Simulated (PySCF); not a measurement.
# `CNNCC(F)(F)F`, C3H7F3N2

Molfile (atoms numbered from 1):
```
C3H7F3N2
     RDKit          3D

 15 14  0  0  0  0  0  0  0  0999 V2000
    2.0372    0.4539    0.6617 C   0  0  0  0  0  0  0  0  0  0  0  0
    0.9637   -0.4757    0.3883 N   0  0  0  0  0  0  0  0  0  0  0  0
    0.2849   -0.1429   -0.8041 N   0  0  0  0  0  0  0  0  0  0  0  0
   -1.1062   -0.5237   -0.7585 C   0  0  0  0  0  0  0  0  0  0  0  0
   -1.8688    0.3985    0.1913 C   0  0  0  0  0  0  0  0  0  0  0  0
   -1.6443    1.6918   -0.0557 F   0  0  0  0  0  0  0  0  0  0  0  0
   -1.5924    0.1894    1.4799 F   0  0  0  0  0  0  0  0  0  0  0  0
   -3.1978    0.2097    0.0574 F   0  0  0  0  0  0  0  0  0  0  0  0
    1.6101    1.4533    0.7100 H   0  0  0  0  0  0  0  0  0  0  0  0
    2.8282    0.4446   -0.1008 H   0  0  0  0  0  0  0  0  0  0  0  0
    2.4673    0.1994    1.6276 H   0  0  0  0  0  0  0  0  0  0  0  0
    1.3063   -1.4388    0.3858 H   0  0  0  0  0  0  0  0  0  0  0  0
    0.7341   -0.5021   -1.6475 H   0  0  0  0  0  0  0  0  0  0  0  0
   -1.2803   -1.5550   -0.4077 H   0  0  0  0  0  0  0  0  0  0  0  0
   -1.5463   -0.3943   -1.7495 H   0  0  0  0  0  0  0  0  0  0  0  0
  1  2  1  0
  2  3  1  0
  3  4  1  0
  4  5  1  0
  5  6  1  0
  5  7  1  0
  5  8  1  0
  1  9  1  0
  1 10  1  0
  1 11  1  0
  2 12  1  0
  3 13  1  0
  4 14  1  0
  4 15  1  0
M  END
```

Theory: GIAO HF/pcSseg-1 magnetisability, rotational g tensor and spin-rotation constants, non-relativistic, gas phase (PySCF). Geometry: GFN2-xTB.

Question: Give the nuclear spin-rotation constants along the inertial axes (H = +C I·J) beside the isotropic shieldings.

Answer: Rotational constants 3.8293, 1.2538, 1.1897 GHz. A star marks the isotopologue with that one atom substituted, in its own axes.
```csv
atom,isotope,Caa (kHz),Cbb (kHz),Ccc (kHz),mean (kHz),σ (ppm)
N2,14N,0.232,0.087,0.053,0.124,192.7
N3,14N,0.269,0.063,0.065,0.132,192.3
F6,19F,4.315,1.362,0.836,2.171,301.7
F7,19F,4.829,1.125,1.107,2.354,291.6
F8,19F,2.426,1.740,1.171,1.779,296.4
H9,1H,-0.268,-0.087,-0.036,-0.130,29.2
H10,1H,-0.144,-0.076,-0.095,-0.105,29.6
H11,1H,-0.332,-0.054,-0.058,-0.148,29.5
H12,1H,-0.351,-0.111,-0.037,-0.166,30.2
H13,1H,-0.300,-0.019,-0.135,-0.151,29.7
H14,1H,-0.426,-0.124,0.039,-0.171,29.0
H15,1H,-0.353,-0.019,-0.093,-0.155,29.2
C1,13C*,0.613,0.199,0.197,0.336,154.0
C4,13C*,0.625,0.249,0.220,0.364,140.8
C5,13C*,1.058,0.337,0.332,0.576,76.7
```
For the geometry as given, no vibrational averaging.

Question: How do the rotational constants and the g tensor change when H9, H10, H11, H12, H13, H14, H15 are replaced by deuterium?

Answer: Constants 3.3515, 1.1334, 1.0625 GHz; g -0.0114, -0.0068, -0.0041, against -0.0131, -0.0070, -0.0043 before.
